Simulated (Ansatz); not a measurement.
Two isomers of C2H7BOSi: A = `CC1([SiH3])BO1`, B = `CC1[SiH2]B1O`.

Gas-phase electronic energies from Ansatz, PBE0-D4/def2-TZVP geometries. CBS: MP2 limit from def2 TZ/QZ plus the TZ coupled-cluster correction, frozen cores. Functionals use def2-TZVPP. One conformer a species, not always the lowest.

Question: Which isomer does CCSD(T)/CBS put lower? Give the gap. (Best estimate.)

Answer: Computed: B, by 26.8 kJ/mol.

Question: Give E(B) − E(A) in kJ/mol with CCSD(T)/def2-TZVPP, ωB97M-V, HF/def2-TZVPP, MP2/def2-TZVPP, PBE0-D4, r2SCAN-D4, CCSD/def2-TZVPP. (Estimate.)

Answer: The calculation gave: CCSD(T)/def2-TZVPP -25.5, ωB97M-V -25.4, HF/def2-TZVPP -13.0, MP2/def2-TZVPP -25.2, PBE0-D4 -40.5, r2SCAN-D4 -32.1, CCSD/def2-TZVPP -25.3. None reverses the order clearly.

Largest T1 diagnostic: 0.015.

In def2-TZVPP, CCSD(T) changes the Hartree–Fock value by −12.5 kJ/mol (the triples alone add −0.2 kJ/mol) and MP2 by −12.3 kJ/mol.
